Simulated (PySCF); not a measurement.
Compound: C6H12O2.
Geometry (GFN2-xTB, Å), atoms numbered from 1 in this order:
```
atom  x, y, z in Å
C1    -1.5959    2.5984    0.2636
C2    -1.3653    1.5809   -0.5428
C3    -0.7841    0.2660   -0.1080
C4     0.7256    0.2361   -0.4286
O5     1.3739   -0.6785    0.4245
C6     2.7568   -0.7523    0.1965
O7    -1.4925   -0.7464   -0.7926
C8    -1.3089   -2.0398   -0.2708
H9    -2.0032    3.5273   -0.0972
H10   -1.3831    2.5472    1.3189
H11   -1.5893    1.6322   -1.5980
H12   -0.8915    0.1344    0.9800
H13    0.8621   -0.0511   -1.4821
H14    1.1476    1.2435   -0.2870
H15    3.2355    0.2248    0.3385
H16    3.1563   -1.4610    0.9192
H17    2.9753   -1.1043   -0.8199
H18   -0.2632   -2.3546   -0.3234
H19   -1.6364   -2.0907    0.7745
H20   -1.9247   -2.7014   -0.8779
```

Method: TDDFT PBE0/def2-SVPD, vertical, gas phase, core orbitals frozen in the response (PySCF).

**Question.** Predict the UV-vis stick spectrum at this level.

**Answer.** 

```csv
state,E (eV),E (hartree),f,"main configurations (H = HOMO, L = LUMO)"
S1,6.16,0.2263,0.0015,H→L (97%)
S2,6.74,0.2478,0.024,"H-1→L (72%), H-2→L (20%)"
S3,6.92,0.2544,0.023,H→L+1 (81%)
S4,7.21,0.2650,0.010,"H-1→L+1 (66%), H→L+2 (10%)"
S5,7.44,0.2733,0.049,"H→L+2 (48%), H→L+3 (23%), H-1→L+1 (10%)"
S6,7.52,0.2763,0.201,"H-2→L (47%), H→L+3 (14%), H-1→L (13%)"
```

Triplets, Tamm–Dancoff:

| state | E (eV) | λ (nm) | main configurations (H = HOMO, L = LUMO) |
| --- | --- | --- | --- |
| T1 | 4.42 | 280.6 | H-1→L (57%), H-2→L (38%) |
| T2 | 6.03 | 205.7 | H→L (94%) |

The lowest singlet lies at 6.16 eV (201 nm, ultraviolet) and is very weak; its leading configuration is HOMO→LUMO (97%). The most intense listed level is S6 at 7.52 eV (165 nm, f = 0.201), 1.36 eV above S1. It is the last of those listed, so stronger ones may follow. Löwdin shares by element: HOMO oxygen 60%, carbon 16% or more (atoms not listed hold the other 24%); LUMO carbon 67% or more, hydrogen 12% or more (atoms not listed hold the other 20%). The oscillator strengths of these states sum to 0.308; summed over the whole spectrum of an exact calculation they would give the number of electrons, 64 (Thomas–Reiche–Kuhn). The listed states span 1.36 eV, and the widest gap between neighbours is 0.58 eV (S1 to S2). Orbital energies (eV): HOMO-3 -8.94, HOMO-2 -7.97, HOMO-1 -7.53, HOMO -7.22, LUMO 0.11, LUMO+1 0.76, LUMO+2 1.25. Singlets were solved by full linear response, triplets in the Tamm–Dancoff approximation.

One conformer stands for the species.
